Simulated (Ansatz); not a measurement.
Process, species as SMILES: CCC(O)CC -> CC(C)CCO
Structures are relaxed separately at B3LYP-D3(BJ)/def2-TZVP in Ansatz (a quantum-chemistry and plane-wave program), one conformer each, not searched for the lowest.

Property: isomerisation energy (electronic energy difference), in kcal/mol. Valence correlation only, unless marked. No spin-orbit coupling. Non-relativistic unless marked X2C. Basis-set limits of correlation are two-point, X^-3; Hartree-Fock from the larger set. The bracket is a focal-point correction in the basis named.

```json
[
 {"level": "HF/6-31G*", "program": "Ansatz", "isomerisation energy (kcal/mol)": "3.8"},
 {"level": "HF/cc-pVDZ", "program": "Ansatz", "isomerisation energy (kcal/mol)": "4.2"},
 {"level": "HF/aug-cc-pVTZ", "program": "Ansatz", "isomerisation energy (kcal/mol)": "2.8"},
 {"level": "HF/cc-pwCVTZ", "program": "Ansatz", "isomerisation energy (kcal/mol)": "3.3"},
 {"level": "SVWN5/def2-TZVPD", "program": "Ansatz", "isomerisation energy (kcal/mol)": "3.5"},
 {"level": "PBE-D4/def2-TZVPD", "program": "Ansatz + dftd4", "isomerisation energy (kcal/mol)": "3.1"},
 {"level": "B97M-V/def2-TZVPD", "program": "Ansatz", "isomerisation energy (kcal/mol)": "3.2"},
 {"level": "B3LYP-D3(BJ)/def2-TZVPD", "program": "Ansatz + dftd3", "isomerisation energy (kcal/mol)": "2.8"},
 {"level": "PBE0/def2-SVP", "program": "Ansatz", "isomerisation energy (kcal/mol)": "4.8"},
 {"level": "PBE0/def2-TZVPD", "program": "Ansatz", "isomerisation energy (kcal/mol)": "3.0"},
 {"level": "BHLYP/def2-TZVPD", "program": "Ansatz", "isomerisation energy (kcal/mol)": "2.9"},
 {"level": "LC-wPBE/def2-TZVPD", "program": "Ansatz", "isomerisation energy (kcal/mol)": "3.0"},
 {"level": "PBE-QIDH/def2-TZVPD", "program": "Ansatz", "isomerisation energy (kcal/mol)": "2.9"},
 {"level": "CCSD/aug-cc-pVDZ", "program": "Ansatz", "isomerisation energy (kcal/mol)": "2.6"},
 {"level": "CCSD/cc-pVTZ", "program": "Ansatz", "isomerisation energy (kcal/mol)": "3.3"},
 {"level": "CCSD/CBS(cc-pVTZ,cc-pVQZ)", "program": "Ansatz", "isomerisation energy (kcal/mol)": "2.8"},
 {"level": "CCSD(T)/cc-pVQZ", "program": "Ansatz", "isomerisation energy (kcal/mol)": "3.0"},
 {"level": "X2C-CCSD(T)/cc-pVTZ-DK", "program": "Ansatz", "isomerisation energy (kcal/mol)": "3.4"},
 {"level": "RI-MP2/CBS(aug-cc-pVTZ,aug-cc-pVQZ)+[CCSD(T)-MP2]/aug-cc-pVTZ", "program": "Ansatz", "isomerisation energy (kcal/mol)": "2.8"},
 {"level": "RI-MP2/CBS(cc-pVTZ,cc-pVQZ)+[CCSD(T)-MP2]/cc-pVTZ", "program": "Ansatz", "isomerisation energy (kcal/mol)": "2.8"},
 {"level": "CCSD(T)/CBS(cc-pVTZ,cc-pVQZ)", "program": "Ansatz", "isomerisation energy (kcal/mol)": "2.9"}
]
```
